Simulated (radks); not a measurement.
Q: These are the eigenvalues of the occupied orbitals of an atom or ion with whole-number occupations (hartree). Calculated with a radial shooting solver on a logarithmic mesh with Libxc functionals: scalar-relativistic Kohn-Sham, LDA (Slater exchange, Perdew-Wang correlation), spin-polarised, spherical densities, point nucleus.

1s up: -6.79720
4p up: -0.26014

Which element is it, and in what charge state? The configuration may be excited. Open shells, if any, are filled with parallel spins first.

A: Z = 4, beryllium, charge +2: Be2+ in 1s1 4p1. The 1s level, -6.7972 hartree, gives Z - s = 3.7 by -(Z - s)^2/2, which with screening and relativity narrows Z to a few neighbours, and with so few levels the electron count can be read from the list.
